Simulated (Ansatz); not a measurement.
System: H3BPO, charge 0, doublet. H3BPO (SMILES PB[O], doublet).
B3LYP-D3(BJ)/def2-TZVP minimum from Ansatz (a program for electronic structure):
```xyz
6

B      0.2152    -1.0062     0.2860
H      0.1787    -2.0308    -0.3249
O      0.4168    -0.6645     1.4786
P     -0.1837     0.6842    -0.8189
H     -0.2452     1.6307     0.2305
H     -1.5879     0.4843    -0.8802
```
Charge 0, spin multiplicity 2.

Atomisation energy term by term, kcal/mol (programs: Ansatz). Open shells are spin-unrestricted; no spin-orbit coupling. Cores are frozen in correlated methods. Rows without X2C or -DK are non-relativistic. CBS(X,Y): correlation extrapolated as X^-3, Hartree-Fock from the larger set. A bracket is a step between two methods taken in the basis named. '+ core + X2C': CCSD(T) terms for core correlation (cc-pwCVTZ, 1s frozen past Ne) and scalar relativity (cc-pVTZ-DK). Where a partner has so few electrons that a lower coupled-cluster level is exact, that level stands in. The UHF reference of H3BOP ([O]BP, doublet) is spin-contaminated (<S^2> up to 0.05 over the pure value in the sets run).

```json
[
 {"term": "Hartree-Fock", "basis": "cc-pV(Q+d)Z", "kcal/mol": "326.36"},
 {"term": "CCSD correlation", "basis": "CBS(cc-pV(T+d)Z,cc-pV(Q+d)Z)", "kcal/mol": "125.37"},
 {"term": "(T)", "basis": "CBS(cc-pV(T+d)Z,cc-pV(Q+d)Z)", "kcal/mol": "9.98"},
 {"term": "CCSDT(Q) - CCSD(T)", "basis": "cc-pV(D+d)Z", "kcal/mol": "1.69"},
 {"term": "core correlation", "basis": "cc-pwCVTZ", "kcal/mol": "2.04"},
 {"term": "scalar relativity", "basis": "X2C, cc-pVTZ-DK", "kcal/mol": "-0.59"},
 {"term": "sum: De", "basis": "", "kcal/mol": "464.8"}
]
```
